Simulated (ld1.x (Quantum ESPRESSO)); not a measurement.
## vanadium (V): PAW pseudisation with PBEsol, scalar-relativistic reference atom.

```json
{"Element": "vanadium (V)", "Generator": "ld1.x (Quantum ESPRESSO) 7.5", "Type": "PAW", "Functional": "PBEsol", "Relativity": "scalar-relativistic", "Frozen core": "[Ne]", "Valence charge": "13", "Reference configuration": "3s2 3p6 3d3 4s2 4p0", "Partial waves": "3s (bound): rcut 1.25, rcutus 1.30 bohr; 4s (bound): rcut 1.25, rcutus 1.30 bohr; 3p (bound): rcut 1.40, rcutus 1.85 bohr; 4p (bound, empty): rcut 1.40, rcutus 1.85 bohr; 3d (bound): rcut 1.35, rcutus 1.75 bohr; 3d channel at 0.15 Ry: rcut 1.35, rcutus 1.75 bohr", "Local potential": "all-electron potential smoothed inside 1.15 bohr (lloc = -1)", "Core correction": "a·sin(br)/r model core inside 1.15 bohr", "Augmentation charge": "PSQ, inside the norm-conserving radii"}
```

All-electron outer shells of the reference configuration (PBEsol, scalar-relativistic, ld1.x):

| shell | level (eV) | outermost node (bohr) | outermost maximum (bohr) |
| --- | --- | --- | --- |
| 2s | -601.89 | 0.09 | 0.26 |
| 2p | -502.79 | – | 0.21 |
| 3s | -70.03 | 0.38 | 0.82 |
| 3p | -43.95 | 0.35 | 0.84 |
| 3d | -5.18 | – | 0.90 |
| 4s | -4.72 | 1.17 | 2.76 |
| 4p | -1.43 | 1.30 | 3.63 |

Results:

```
Configuration tests                       : test run stopped at test 1 of 7 (negative norm?)
Lowest eigenvalue of the overlap operator : -1.23 (p channel); it is negative, so in a basis up to 400 Ry S is not positive definite and the file is unfit for use
Density cutoff estimated by the generator : 236 Ry
```

The ghost test of this file was not conclusive. Its overlap operator is not positive definite in a basis up to 400 Ry (lowest eigenvalue p -1.23), so the file is unfit for use: the generalised eigenproblem breaks down once the basis is large enough, and its test numbers describe a broken file.

Generation and tests took about 2.6 s on one core of a shared server CPU.
